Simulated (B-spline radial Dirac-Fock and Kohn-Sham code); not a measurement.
## Dipole and non-dipole photoemission parameters of Ag³⁺ 2p3/2

System: silver as Ag³⁺ in the configuration [Kr] 4d8; threshold 3392.3 eV (orbital energy of the model). The computed values come from a radial B-spline solver: Dirac-Hartree-Slater photoionisation with a Latter tail; cross sections with all multipoles, angular parameters from the dipole term and its interference with E2.

Input of the calculation (task.json; shells as n, l, electrons):

```json
{"items": [{
  "Z": 47,
  "q": 3,
  "cfg": [[1, 0, 2], [2, 0, 2], [2, 1, 6], [3, 0, 2], [3, 1, 6], [3, 2, 10], [4, 0, 2], [4, 1, 6], [4, 2, 8]],
  "A": 107,
  "rrms": 4.5454,
  "do": "xps",
  "hv": [68.4, 80, 100, 130.0, 163.0, 200, 202.0, 214.0, 218.0, 290.0, 425.0, 715.0, 746.0, 1000, 1160.0, 1253.6, 1486.9, 1860.0, 1940.0, 1970.0, 2830.0, 2950.0, 4040.0, 5414.7, 5830.0, 7540.0, 9251.7, 12000.0, 13700.0]
}]}
```

Run with: `python xray2_run.py task.json out`

For linearly polarised light dσ/dΩ = σ/(4π) [1 + β P₂(cos θ) + (δ + γ cos²θ) sin θ cos φ], with θ from the polarisation vector and φ the angle between the beam and the projection of the electron momentum on the plane normal to the polarisation.

```
hν (eV)  σ (kb)      β       γ      δ
   4040    98.7  1.372  -0.151  0.019
 5414.7       ?      ?       ?      ?
   5830    35.6  1.489   0.533  0.046
   7540    16.8  1.451   0.956  0.063
 9251.7    9.11  1.394   1.267  0.081
  12000    4.08  1.297   1.626  0.111
  13700    2.69  1.239   1.791  0.131
```

**Question.** Give the values at Cr Kα (5414.7 eV).

**Answer.** σ = 43.9 kb, β = 1.489, γ = 0.403, δ = 0.041.
